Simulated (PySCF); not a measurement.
This PySCF input asks for the NMR shieldings of SMILES [C@H]1(C#N)[C@@H]2[C@@](C)(CNC2)C1, C8H12N2; the geometry comes from GFN2-xTB.

```python
import basis_set_exchange as bse
import numpy as np
from pyscf import gto, dft
from pyscf.prop import nmr

atoms = """
C    -1.562703   -1.590446    0.321260
C    -0.654312   -0.446462   -0.080667
C    -1.338312    0.920773   -0.101886
N    -0.222608    1.835326    0.054489
C     0.628012    1.266539    1.085949
C     0.627669   -0.225235    0.763250
C     1.491330   -0.653289   -0.448953
C     2.506602    0.264799   -0.873694
N     3.320442    0.992602   -1.216004
C     0.220608   -0.702423   -1.324950
H    -2.377537   -1.692797   -0.393125
H    -1.988543   -1.411568    1.306868
H    -1.008361   -2.526148    0.351601
H    -1.854608    1.116232   -1.043702
H    -2.070872    0.981405    0.722045
H    -0.511641    2.782753    0.266150
H     1.621879    1.715252    1.036756
H     0.224084    1.412764    2.102976
H     0.760882   -0.842325    1.650264
H     1.949859   -1.635252   -0.303848
H     0.177252    0.109118   -2.047773
H     0.050466   -1.652233   -1.827854
"""
names = dict.fromkeys(["C", "N", "H"], "pcSseg-1")
basis = {el: gto.basis.parse(bse.get_basis(n, elements=[el], fmt="nwchem")) for el, n in names.items()}
mol = gto.M(atom=atoms, basis=basis, charge=0, verbose=0)
mf = dft.RKS(mol, xc="PBE0")
mf.grids.level = 2
mf.grids.alignment = dft.numint.BLKSIZE   # the property module wants whole blocks of grid points
mf.conv_tol = 1e-9
mf.kernel()

calc = nmr.RKS(mf)   # GIAO
C = mf.mo_coeff
Co = C[:, mf.mo_occ > 0]
resp = mf.gen_response(singlet=True, hermi=2)
def vind(x):   # induced exchange potential for any number of trial vectors
    d = np.einsum("pi,xij,qj->xpq", C, 2 * x.reshape(-1, C.shape[1], Co.shape[1]), Co, optimize=True)
    return np.einsum("xpq,pi,qj->xij", resp(d - d.transpose(0, 2, 1)), C, Co, optimize=True).ravel()
mo1, _ = nmr.rhf.solve_mo1(calc, with_cphf=vind)
sigma = calc.kernel(mo1)
for i, s in enumerate(sigma):   # ppm
    w = np.linalg.eigvalsh((s + s.T) / 2)
    print("%2d %-2s iso %8.1f  s11 %8.1f  s22 %8.1f  s33 %8.1f" % (i, mol.atom_pure_symbol(i), w.mean(), *w))
```

**Question.** Give the expected output.

**Answer.** 
```
 0 C  iso    162.6  s11    144.2  s22    158.3  s33    185.2
 1 C  iso    143.7  s11    122.0  s22    153.8  s33    155.4
 2 C  iso    123.3  s11    101.9  s22    125.2  s33    142.7
 3 N  iso    210.4  s11    151.1  s22    209.0  s33    271.2
 4 C  iso    133.3  s11    108.9  s22    127.9  s33    163.2
 5 C  iso    142.1  s11    120.3  s22    145.0  s33    160.9
 6 C  iso    168.0  s11    150.7  s22    174.0  s33    179.2
 7 C  iso     62.1  s11    -56.9  s22    -50.9  s33    294.2
 8 N  iso    -36.2  s11   -206.5  s22   -185.9  s33    283.8
 9 C  iso    150.5  s11    140.3  s22    141.9  s33    169.5
10 H  iso     30.5  s11     25.9  s22     27.8  s33     37.7
11 H  iso     30.7  s11     26.1  s22     28.6  s33     37.4
12 H  iso     30.3  s11     25.7  s22     28.8  s33     36.4
13 H  iso     28.8  s11     25.0  s22     26.8  s33     34.5
14 H  iso     29.1  s11     23.4  s22     28.7  s33     35.2
15 H  iso     31.0  s11     21.6  s22     28.6  s33     42.7
16 H  iso     28.0  s11     24.1  s22     25.9  s33     33.8
17 H  iso     28.7  s11     23.1  s22     26.8  s33     36.1
18 H  iso     29.7  s11     26.2  s22     27.9  s33     34.9
19 H  iso     28.8  s11     23.4  s22     28.5  s33     34.7
20 H  iso     29.4  s11     27.0  s22     27.3  s33     33.9
21 H  iso     29.7  s11     26.0  s22     27.6  s33     35.4
```

These numbers come from an equivalent density-fitted implementation of the same equations, which agrees with the script to about 0.01 ppm for H and up to a few tenths of a ppm for heavy atoms, so last digits may differ.

Size and cost of the density-fitted run: 230 basis functions, 52 s wall time on 1 thread of an x86-64 server CPU, shared host.
